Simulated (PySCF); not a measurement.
## Bonding in `OCP1(=S)C=CCC=C1`

C₆H₉OPS.
SMILES with atom numbers: `[OH:1][CH2:2][P:3]1(=[S:4])[CH:5]=[CH:6][CH2:7][CH:8]=[CH:9]1` (hydrogens: H10 on O1; H11, H12 on C2; H13 on C5; H14 on C6; H15, H16 on C7; H17 on C8; H18 on C9)

Cartesian coordinates in Å at the GFN2-xTB level; atoms count from 1:
```xyz
18
C6H9OPS angstrom
O      2.9152   -0.5061    1.2857
C      1.9417    0.4554    1.0356
P      0.9498   -0.0655   -0.4635
S      2.1440   -0.5682   -1.9146
C     -0.1957    1.2783   -0.8137
C     -1.5127    1.1479   -0.7081
C     -2.2529   -0.0314   -0.1724
C     -1.4619   -1.2606    0.1278
C     -0.1408   -1.3815    0.0986
H      3.3585   -0.7110    0.4441
H      1.2992    0.5241    1.9172
H      2.3802    1.4461    0.8270
H      0.2505    2.1661   -1.2456
H     -2.1515    1.9697   -1.0127
H     -2.7740    0.2765    0.7440
H     -3.0448   -0.2944   -0.8844
H     -2.0645   -2.1159    0.4126
H      0.3510   -2.3230    0.3108
```

Bond orders from the PBE0/pcSseg-1 density (PySCF). The structure is a single GFN2-xTB conformer in the gas phase; no vibrational or solvent corrections.

Problem. Where do the orders between heavy atoms depart from those drawn in the SMILES?

Solution. The largest departure is 0.263, at P3–S4 (drawn double, 1.737). Drawn single, order below 0.88: P3–C5 (0.866) and C9–P3 (0.856).

Problem. Give the Mayer order of every bond, beside its length.

Solution. 
```csv
bond,drawn as,length (Å),Mayer order
O1–C2,single,1.391,0.980
C2–P3,single,1.871,0.897
P3–S4,double,1.945,1.737
P3–C5,single,1.800,0.866
C5–C6,double,1.328,1.896
C6–C7,single,1.492,1.072
C7–C8,single,1.492,1.070
C8–C9,double,1.327,1.901
C9–P3,single,1.799,0.856
O1–H10,single,0.973,0.916
C2–H11,single,1.093,0.923
C2–H12,single,1.103,0.931
C5–H13,single,1.083,0.935
C6–H14,single,1.084,0.950
C7–H15,single,1.098,0.904
C7–H16,single,1.097,0.913
C8–H17,single,1.084,0.950
C9–H18,single,1.083,0.935
```

By pair of heavy elements: C–P: lowest C9–P3 (0.856, 1.799 Å), highest C2–P3 (0.897, 1.871 Å); in 2 of the 3 pairs the longer bond (by over 0.003 Å) has the higher order (by 0.02 or more). C–C: lowest C7–C8 and C6–C7 (1.070, 1.492 Å), highest C8–C9 (1.901, 1.327 Å). Bonds named together lie within 0.004.

Problem. Sum the orders of all bonds at each heavy atom with more than one neighbour and set the sums beside the valence in the SMILES.

Solution. O1 1.896 (drawn 2), C2 3.731 (drawn 4), P3 4.356 (drawn 5), C5 3.697 (drawn 4), C6 3.918 (drawn 4), C7 3.959 (drawn 4), C8 3.921 (drawn 4), C9 3.692 (drawn 4). Orders between atoms that aren't bonded are not in these sums.

The Mayer order sums products of elements of PS (density times overlap matrix) between the two atoms' basis functions, so it depends on the basis set.

These values come from a run that also computed NMR shieldings. The run took 48 s wall on an Arm Neoverse V1 with one thread, no GPU (shared host), and the process peaked at 0.95 GiB of memory.
